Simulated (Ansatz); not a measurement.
Reaction (isomerisation): `C[SiH2]C(F)(F)Cl` → `C[C@H](F)[Si@H](F)Cl`

Computed with Ansatz on PBE0-D4/def2-TZVP structures; ΔE is electronic, products minus reactants. CCSD(T)/CBS adds triple-zeta CCSD(T) − MP2 to the extrapolated MP2 energy (def2 sets, frozen cores). Functionals use def2-TZVPP. Each species was taken in one conformer, which may not be the lowest.

```tsv
species	PBE0 energy (Eh)
`C[SiH2]C(F)(F)Cl`	-1028.18953
`C[C@H](F)[Si@H](F)Cl`	-1028.30294
```

Task: Work out ΔE.

Result: ΔE = (-1028.30294) − (-1028.18953) = -0.11341 Eh = -71.2 kcal/mol. CCSD(T)/CBS gives -75.5 kcal/mol.

Largest T1 diagnostic among the species: 0.012.

In def2-TZVPP, CCSD(T) changes the Hartree–Fock value by +4.7 kcal/mol (the triples alone add +1.4 kcal/mol) and MP2 by +2.0 kcal/mol. From PBE to PBE0 (25 % exact exchange), in def2-TZVPP and without D4, ΔE moves by −3.5 kcal/mol.
